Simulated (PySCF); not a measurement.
## Working out the excitation energy of Ne⁺

Ne⁺ [He] 2s2 2p5 (2P) → Ne⁺ [He] 2s1 2p5 3s1 (4P). All numbers are calculated (PySCF 2.14, scalar relativity by spin-free X2C-1e, in aug-cc-pVDZ-DK). Frozen: 1s2. Energies in hartree (1 hartree = 27.21139 eV):

| part | Ne⁺ (lower) | Ne⁺ (upper) |
| --- | --- | --- |
| UHF | -127.904092 | -125.954568 |
| MP2 opposite-spin | -0.106576 | -0.127136 |
| MP2 same-spin | -0.035662 | -0.031544 |

What does Hartree-Fock give?

(-125.954568) − (-127.904092) = 1.949524 hartree = 53.049 eV.

What do MP2 and SCS-MP2 (6/5 opposite-spin, 1/3 same-spin) give?

The opposite-spin parts differ by -0.559 eV and the same-spin parts by 0.112 eV. MP2: 53.049 + (-0.559) + (0.112) = 52.602 eV. SCS-MP2: 53.049 + 1.2 × (-0.559) + (0.112)/3 = 52.416 eV.

The upper state lies above the first ionisation limit, where it may autoionise and the basis confines it. A Rydberg-like electron needs more diffuse functions than a valence basis has.

A double-zeta basis recovers only part of the correlation energy.
